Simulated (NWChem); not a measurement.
System: CH4GeO2; SMILES O=[C](O)[GeH3]

NWChem input:

```
start job
memory heap 200 mb stack 900 mb global 1100 mb
geometry units angstroms noautoz
  O      1.083812    -1.700322    -0.000104
  C      0.078598    -1.029738    -0.000443
  O     -1.165869    -1.571254     0.000116
  Ge     0.003309     0.974918    -0.000473
  H     -1.048015    -2.544663     0.001001
  H     -0.761509     1.448099    -1.254435
  H      1.454970     1.485293    -0.014742
  H     -0.735647     1.447034     1.269330
end
basis spherical
  * library def2-tzvp
end
dft
  xc m06-2x
  iterations 150
  mulliken
end
task dft energy
```

The geometry was optimised at B3LYP/6-31G* (spherical d).

Give the results of this calculation. (M06-2X/def2-TZVP.) Quantities: energy (Ha); highest occupied level (eV); orbital gap (eV); dipole (D).


```
Property                        Value
---------------------------  --------
energy (Ha)                  -2267.96
highest occupied level (eV)     -9.37
orbital gap (eV)                 9.69
dipole (D)                       1.49
```
